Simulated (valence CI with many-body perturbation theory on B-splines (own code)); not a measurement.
# Level structure of La⁴⁴⁺

Calculated by configuration interaction combined with many-body perturbation theory (CI+MBPT): three valence electrons over a frozen Dirac-Fock core [Ne], radial functions for each j: 9 s, 9 p, 8 d, 6 f, 3 g, 1 h, with the one-electron correlation potential Σ1 (screened to all orders), the two-electron term Σ2, the three-electron term Σ3, Breit, model QED; selected single and double excitations, second order for the rest, scaled by the run's own slope (own B-spline code, finite nucleus).

No measured spectrum was set against this ion. As an estimate, large intervals hold to a few tenths of a per cent, small ones and those within an open d or f shell to about a per cent.

Levels 1 to 36 of 36, with energies above the lowest level, (3s^2 3p1/2) J=1/2. "Leading %" is the weight of the configuration and term that name the level; weights of strongly mixed levels are sums over their largest components and can fall short, so below about 35 % the name and the second component can differ from the true leading terms, or belong to a minority configuration. In the jj column 3d3/2^4 stands for four electrons in 3d with j = 3/2. Lifetimes count E1, E2, E3, M1 and M2 decay at the calculated energies, and are blank where another channel may lead or the interval is too uncertain; long ones can be off by a factor of two.

| No. | Configuration | Term | J | E (eV) | Leading % | Second component | Lifetime | Leading jj |
| --- | --- | --- | --- | --- | --- | --- | --- | --- |
| 1 | 3s²3p | ²P° | 1/2 | 0.00 | 99 |  |  | 3s^2 3p1/2 (99 %) |
| 2 | 3s²3p | ²P° | 3/2 | 106.33 | 98 |  | 177 ns | 3s^2 3p3/2 (98 %) |
| 3 | 3s3p² | ⁴P | 1/2 | 110.48 | 63 | 26 % 3s3p² ²S | 67.8 ps | 3s 3p1/2^2 (96 %) |
| 4 | 3s3p² | ⁴P | 3/2 | 197.40 | 92 | 6 % 3s3p² ²D | 551 ps | 3s 3p1/2 3p3/2 (99 %) |
| 5 | 3s3p² | ²D | 5/2 | 209.59 | 53 | 44 % 3s3p² ⁴P | 165 ps | 3s 3p1/2 3p3/2 (96 %) |
| 6 | 3s3p² | ²D | 3/2 | 226.00 | 60 | 23 % 3s3p² ²P | 7.50 ps | 3s 3p1/2 3p3/2 (83 %) |
| 7 | 3s3p² | ²P | 1/2 | 234.11 | 71 | 24 % 3s3p² ⁴P | 2.22 ps | 3s 3p1/2 3p3/2 (94 %) |
| 8 | 3s²3d | ²D | 3/2 | 272.81 | 83 | 8 % 3s3p² ²P | 1.71 ps | 3s^2 3d3/2 (83 %) |
| 9 | 3s²3d | ²D | 5/2 | 287.25 | 78 | 18 % 3s3p² ⁴P | 22.4 ps | 3s^2 3d5/2 (78 %) |
| 10 | 3s3p² | ²D | 5/2 | 319.09 | 43 | 38 % 3s3p² ⁴P | 4.90 ps | 3s 3p3/2^2 (78 %) |
| 11 | 3p³ | ²P° | 3/2 | 337.68 | 35 | 24 % 3p³ ²D° | 7.66 ps | 3p1/2^2 3p3/2 (78 %) |
| 12 | 3s3p² | ²S | 1/2 | 340.95 | 69 | 17 % 3s3p² ²P | 3.16 ps | 3s 3p3/2^2 (97 %) |
| 13 | 3s3p² | ²P | 3/2 | 346.04 | 65 | 26 % 3s3p² ²D | 1.59 ps | 3s 3p3/2^2 (96 %) |
| 14 | 3s3p3d | ⁴F° | 3/2 | 351.69 | 77 | 12 % 3s3p3d ²D° | 23.5 ps | 3s 3p1/2 3d3/2 (89 %) |
| 15 | 3s3p3d | ⁴F° | 5/2 | 360.31 | 53 | 20 % 3s3p3d ²F° | 86.9 ps | 3s 3p1/2 3d3/2 (92 %) |
| 16 | 3s3p3d | ⁴D° | 1/2 | 378.96 | 66 | 26 % 3s3p3d ²P° | 2.28 ps | 3s 3p1/2 3d3/2 (96 %) |
| 17 | 3s3p3d | ⁴D° | 3/2 | 380.75 | 44 | 25 % 3s3p3d ⁴P° | 2.18 ps | 3s 3p1/2 3d3/2 (80 %) |
| 18 | 3s3p3d | ⁴P° | 5/2 | 385.74 | 37 | 28 % 3s3p3d ⁴D° | 9.89 ps | 3s 3p1/2 3d5/2 (96 %) |
| 19 | 3s3p3d | ⁴F° | 7/2 | 393.05 | 55 | 23 % 3s3p3d ⁴D° | 16.1 ps | 3s 3p1/2 3d5/2 (93 %) |
| 20 | 3s3p3d | ²F° | 5/2 | 401.14 | 42 | 16 % 3s3p3d ²D° | 10.7 ps | 3s 3p1/2 3d5/2 (89 %) |
| 21 | 3s3p3d | ²D° | 3/2 | 403.75 | 39 | 24 % 3s3p3d ²P° | 4.05 ps | 3s 3p1/2 3d5/2 (64 %) |
| 22 | 3p³ | ²D° | 5/2 | 441.99 | 68 | 22 % 3s3p3d ²F° | 3.96 ps | 3p1/2 3p3/2^2 (68 %) |
| 23 | 3p³ | ²D° | 3/2 | 446.93 | 44 | 35 % 3p³ ⁴S° | 1.79 ps | 3p1/2 3p3/2^2 (79 %) |
| 24 | 3p³ | ²P° | 1/2 | 454.13 | 84 | 15 % 3s3p3d ²P° | 2.77 ps | 3p1/2 3p3/2^2 (84 %) |
| 25 | 3s3p3d | ⁴D° | 3/2 | 469.00 | 42 | 40 % 3s3p3d ⁴P° | 2.78 ps | 3s 3p3/2 3d3/2 (98 %) |
| 26 | 3s3p3d | ⁴D° | 5/2 | 469.66 | 52 | 18 % 3s3p3d ⁴F° | 2.23 ps | 3s 3p3/2 3d3/2 (83 %) |
| 27 | 3s3p3d | ⁴P° | 1/2 | 469.92 | 87 | 12 % 3s3p3d ⁴D° | 3.22 ps | 3s 3p3/2 3d3/2 (97 %) |
| 28 | 3s3p3d | ⁴D° | 7/2 | 472.19 | 44 | 37 % 3s3p3d ⁴F° | 3.44 ps | 3s 3p3/2 3d3/2 (75 %) |
| 29 | 3s3p3d | ⁴F° | 9/2 | 478.07 | 100 |  | 210 ns | 3s 3p3/2 3d5/2 (100 %) |
| 30 | 3s3p3d | ²D° | 3/2 | 488.73 | 60 | 26 % 3s3p3d ⁴P° | 2.24 ps | 3s 3p3/2 3d3/2 (51 %) |
| 31 | 3p²3d | ⁴F | 3/2 | 489.02 | 39 | 27 % 3p²3d ²D | 10.8 ps | 3p1/2^2 3d3/2 (98 %) |
| 32 | 3s3p3d | ²D° | 5/2 | 495.32 | 46 | 37 % 3s3p3d ⁴P° | 4.97 ps | 3s 3p3/2 3d5/2 (94 %) |
| 33 | 3s3p3d | ²D° | 3/2 | 504.04 | 42 | 38 % 3s3p3d ²P° | 2.39 ps | 3s 3p3/2 3d5/2 (44 %) |
| 34 | 3s3p3d | ²F° | 7/2 | 504.70 | 82 | 15 % 3s3p3d ⁴D° | 4.84 ps | 3s 3p3/2 3d5/2 (80 %) |
| 35 | 3s3p3d | ²F° | 5/2 | 504.76 | 73 | 10 % 3s3p3d ²D° | 1.31 ps | 3s 3p3/2 3d3/2 (90 %) |
| 36 | 3s3p3d | ²P° | 1/2 | 506.96 | 73 | 19 % 3s3p3d ⁴D° | 1.27 ps | 3s 3p3/2 3d3/2 (80 %) |

The ionisation energy to 3s² ¹S0 of the next ion comes out as 3517 eV (NIST: 3515 ± 4 eV (theoretical)). All 36 levels together are meant to be complete up to 508.58 eV.
